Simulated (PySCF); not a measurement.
C4H14B2N2.
SMILES with atom numbers: `[BH2-:1]1[NH2+:2][BH2-:3][NH+:4]1[CH:5]1[CH2:6][CH2:7][CH2:8]1` (hydrogens: H9, H10 on B1; H11, H12 on N2; H13, H14 on B3; H15 on N4; H16 on C5; H17, H18 on C6; H19, H20 on C7; H21, H22 on C8)

Computed, not measured: PBE0-D3(BJ)/def2-SVP geometry optimisation, gas phase (PySCF 2.14.0).

Task: List the bond lengths, angles and torsions at this level.

Result: 
| bond | length (bohr) |
| --- | --- |
| B1–N2, N2–B3 | 3.016 |
| N4–C5 | 2.743 |
| C5–C6, C5–C8 | 2.904 |
| C6–C7, C7–C8 | 2.913 |
| B1–N4, B3–N4 | 3.020 |
| B1–H9, B3–H14 | 2.303 |
| B1–H10, B3–H13 | 2.304 |
| N2–H11 | 1.919 |
| N2–H12 | 1.919 |
| N4–H15 | 1.923 |
| C5–H16 | 2.079 |
| C6–H17, C8–H22 | 2.078 |
| C6–H18, C8–H21 | 2.083 |
| C7–H19 | 2.077 |
| C7–H20 | 2.079 |

Bonds in one row agree within 0.02 bohr and their mean is given. A selection of angles:
| angle | degrees |
| --- | --- |
| N2–B1–N4 | 92.9 |
| B1–N2–B3 | 87.1 |
| B3–N4–C5 | 118.0 |
| B1–N4–B3 | 86.9 |
| N4–C5–C6 | 119.2 |
| C6–C5–C8 | 88.8 |
| C5–C6–C7 | 87.7 |
| C6–C7–C8 | 88.5 |
| H11–N2–B1 | 115.3 |
| H11–N2–B3 | 115.2 |
| H12–N2–B1 | 115.0 |
| H12–N2–B3 | 115.0 |

Dihedral angles: N4–B1–N2–B3 -2° (synperiplanar); B1–N2–B3–N4 2° (synperiplanar); N2–B3–N4–C5 118° (anticlinal); B3–N4–C5–C6 76° (synclinal); N4–C5–C6–C7 143° (anticlinal); C5–C6–C7–C8 -20° (synperiplanar); C6–C7–C8–C5 20° (synperiplanar); N2–B1–N4–B3 2° (synperiplanar); N4–C5–C8–C7 -143° (anticlinal).

The 4-membered ring B1–N2–B3–N4 has internal angles of 86.9° to 92.9° (sum 360°, against 360° for a flat polygon); it is almost planar, 0.02 Å rms from its mean plane, widest ring torsion 2°. B1 (four-coordinate boron) has angles from 92.9° to 114.6°. N4 (nitrogen bonded to 2 B, C and H) has angles from 86.9° to 118.0°. N2 (nitrogen bonded to 2 B and 2 H) has angles from 87.1° to 115.3°. The 4-membered ring C5–C6–C7–C8 has internal angles of 87.7° to 88.8°; it is puckered, 0.14 Å rms from its mean plane, widest ring torsion 20°. All 4 B–N bonds measure 1.596 to 1.599 Å. Of the pairs four or more bonds apart, H15···H18 is among the closest relative to their van der Waals radii: 2.49 Å, 104 % of the sum of Bondi's values.

Point group: Cs (tolerance 0.08 Å). No frequency check. One conformer, not necessarily the lowest.
